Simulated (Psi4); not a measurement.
C₄H₁₂Ge, singlet, geometry from GFN2-xTB, with bond 17-5 at 2.0 times its length; Psi4 with BLYP/STO-3G.

The Psi4 input:
```
memory 2 GB

molecule mol {
0 1
Ge    0.460677    1.062048    0.126699
C    -0.332507   -0.766563   -0.091449
C    -0.545268   -1.389123    1.284141
C     0.620927   -1.633645   -0.906448
C    -1.669228   -0.651054   -0.815967
H     1.773257    1.020525    0.849179
H     0.711167    1.724971   -1.194041
H    -0.437867    1.972646    0.907722
H    -0.977306   -2.385741    1.192862
H     0.401232   -1.474877    1.817090
H    -1.220683   -0.777718    1.881853
H     1.583993   -1.721540   -0.404413
H     0.786838   -1.199652   -1.892032
H     0.212155   -2.635450   -1.038846
H    -1.535079   -0.202146   -1.799709
H    -2.361309   -0.030261   -0.247731
H    -2.574012   -2.616920   -1.079946
}

set {
  basis sto-3g
  reference rks
  guess modhuckel
}

energy('blyp')
print_variables()
```

Task: Write the output that Psi4 gives for this input, abridged.

Result: 
```
   => Loading Basis Set <=

    Name: STO-3G
    Role: ORBITAL
    Keyword: BASIS

         ---------------------------------------------------------
                                   SCF
               by Justin Turney, Rob Parrish, Andy Simmonett
                          and Daniel G. A. Smith
                              RKS Reference
         ---------------------------------------------------------

  ==> Geometry <==

    Molecular point group: c1
    Full point group: C1

    Geometry (in Angstrom), charge = 0, multiplicity = 1:

       Center              X                  Y                   Z               Mass
    ------------   -----------------  -----------------  -----------------  -----------------
         GE           0.406393586065     0.936450912437     0.111826318491    73.921177761000
         C           -0.386790413935    -0.892160087563    -0.106321681509    12.000000000000
         C           -0.599551413935    -1.514720087563     1.269268318491    12.000000000000
         C            0.566643586065    -1.759242087563    -0.921320681509    12.000000000000
         C           -1.723511413935    -0.776651087563    -0.830839681509    12.000000000000
         H            1.718973586065     0.894927912437     0.834306318491     1.007825032230
         H            0.656883586065     1.599373912437    -1.208913681509     1.007825032230
         H           -0.492150413935     1.847048912437     0.892849318491     1.007825032230
         H           -1.031589413935    -2.511338087563     1.177989318491     1.007825032230
         H            0.346948586065    -1.600474087563     1.802217318491     1.007825032230
         H           -1.274966413935    -0.903315087563     1.866980318491     1.007825032230
         H            1.529709586065    -1.847137087563    -0.419285681509     1.007825032230
         H            0.732554586065    -1.325249087563    -1.906904681509     1.007825032230
         H            0.157871586065    -2.761047087563    -1.053718681509     1.007825032230
         H           -1.589362413935    -0.327743087563    -1.814581681509     1.007825032230
         H           -2.415592413935    -0.155858087563    -0.262603681509     1.007825032230
         H           -2.628295413935    -2.742517087563    -1.094818681509     1.007825032230

  Running in c1 symmetry.

  Rotational constants: A =      0.14631  B =      0.06289  C =      0.06288 [cm^-1]
  Rotational constants: A =   4386.13309  B =   1885.52127  C =   1885.08006 [MHz]
  Nuclear repulsion =  374.575845448232371

  Charge       = 0
  Multiplicity = 1
  Electrons    = 68
  Nalpha       = 34
  Nbeta        = 34

  ==> Algorithm <==

  SCF Algorithm Type is DF.
  DIIS enabled.
  MOM disabled.
  Fractional occupation disabled.
  Guess Type is MODHUCKEL.
  Energy threshold   = 1.00e-06
  Density threshold  = 1.00e-06
  Integral threshold = 1.00e-12

  ==> Primary Basis <==

  Basis Set: STO-3G
    Blend: STO-3G
    Number of shells: 32
    Number of basis functions: 50
    Number of Cartesian functions: 51
    Spherical Harmonics?: true
    Max angular momentum: 2

  ==> DFT Potential <==

   => LibXC <=

    Version 7.1.2
    S. Lehtola, C. Steigemann, M. J. T. Oliveira, and M. A. L. Marques,  SoftwareX 7, 1–5 (2018) (10.1016/j.softx.2017.11.002)

   => Composite Functional: BLYP <=

    BLYP GGA Exchange-Correlation Functional

    P.J. Stephens et. al., J. Phys. Chem., 98, 11623-11627, 1994
    B. Miehlich et. al., Chem. Phys. Lett., 157(3), 200-206 1989

    Deriv               =              1
    GGA                 =           TRUE
    Meta                =          FALSE

    Exchange Hybrid     =          FALSE
    MP2 Hybrid          =          FALSE

   => Exchange Functionals <=

    1.0000     XC_GGA_X_B88

   => Correlation Functionals <=

    1.0000     XC_GGA_C_LYP

   => LibXC Density Thresholds  <==

    XC_GGA_C_LYP:  1.00E-14
    XC_GGA_X_B88:  1.00E-15

   => Molecular Quadrature <=

[...]

  SCF Guess: Huckel guess via on-the-fly atomic UHF (doi:10.1021/acs.jctc.8b01089) with the updated GWH rule from doi:10.1021/ja00480a005.

   -------------------------------------------------------
    Irrep   Nso     Nmo     Nalpha   Nbeta   Ndocc  Nsocc
   -------------------------------------------------------
     A         50      50      34      34      34       0
   -------------------------------------------------------
    Total      50      50      34      34      34       0
   -------------------------------------------------------

  ==> Iterations <==

                           Total Energy        Delta E     RMS |[F,P]|

   @DF-RKS iter   1: -2195.42889006455198   -2.19543e+03   3.97113e-02 ADIIS/DIIS
   @DF-RKS iter   2: -2145.36240774369435    5.00665e+01   1.08799e-01 ADIIS
   @DF-RKS iter   3: -2208.84663557525710   -6.34842e+01   2.76485e-02 ADIIS/DIIS
   @DF-RKS iter   4: -2208.58597569233325    2.60660e-01   2.56402e-02 ADIIS/DIIS
   @DF-RKS iter   5: -2210.22602694915486   -1.64005e+00   8.07296e-03 ADIIS/DIIS
   @DF-RKS iter   6: -2210.06604147590906    1.59985e-01   1.02081e-02 ADIIS/DIIS
   @DF-RKS iter   7: -2210.30388550302359   -2.37844e-01   6.42137e-03 ADIIS/DIIS
   @DF-RKS iter   8: -2210.40421220626149   -1.00327e-01   2.72461e-03 ADIIS/DIIS
   @DF-RKS iter   9: -2210.40963610415065   -5.42390e-03   2.37672e-03 ADIIS/DIIS
   @DF-RKS iter  10: -2210.41555070525146   -5.91460e-03   1.86051e-03 ADIIS/DIIS
   @DF-RKS iter  11: -2210.41840256529531   -2.85186e-03   1.43647e-03 ADIIS/DIIS
   @DF-RKS iter  12: -2210.42348148756719   -5.07892e-03   2.70488e-04 ADIIS/DIIS
   @DF-RKS iter  13: -2210.42367215681770   -1.90669e-04   1.52734e-05 DIIS
   @DF-RKS iter  14: -2210.42367237994904   -2.23131e-07   1.35548e-05 DIIS
   @DF-RKS iter  15: -2210.42367282953410   -4.49585e-07   1.00949e-06 DIIS
   @DF-RKS iter  16: -2210.42367283201156   -2.47746e-09   9.24497e-08 DIIS
  Energy and wave function converged.

  ==> Post-Iterations <==

   Electrons on quadrature grid:
      Ntotal   =   67.9999628172 ; deviation = -3.718e-05

    Orbital Energies [Eh]
    ---------------------

    Doubly Occupied:

[...]
      34A     -0.108460

    Virtual:

[...]
      50A      0.481820

    Final Occupation by Irrep:
              A
    DOCC [    34 ]
    NA   [    34 ]
    NB   [    34 ]

  @DF-RKS Final Energy: -2210.42367283201156

   => Energetics <=

    Nuclear Repulsion Energy =            374.5758454482323714
    One-Electron Energy =               -3833.0554978616974040
    Two-Electron Energy =                1353.6394501303734614
    DFT Exchange-Correlation Energy =    -105.5834705489201752
    Empirical Dispersion Energy =           0.0000000000000000
    VV10 Nonlocal Energy =                  0.0000000000000000
    Total Energy =                      -2210.4236728320115617

Computation Completed

Properties will be evaluated at   0.000000,   0.000000,   0.000000 [a0]

Properties computed using the SCF density matrix

 Multipole Moments:

 ------------------------------------------------------------------------------------
     Multipole            Electronic (a.u.)      Nuclear  (a.u.)        Total (a.u.)
 ------------------------------------------------------------------------------------

 L = 1.  Multiply by 2.5417464519 to convert [e a0] to [Debye]
 Dipole X            :          8.1965283           -7.8304169            0.3661114
 Dipole Y            :         18.3833712          -17.9968804            0.3864908
 Dipole Z            :          2.3127375           -2.1605699            0.1521677
 Magnitude           :                                                    0.5536856

 ------------------------------------------------------------------------------------

  Variable Map:
  ----------------------------------------------------------------------------
[...]
  Array Variable Map:
  ----------------------------------------------------------------------------
[...]
[...]
```
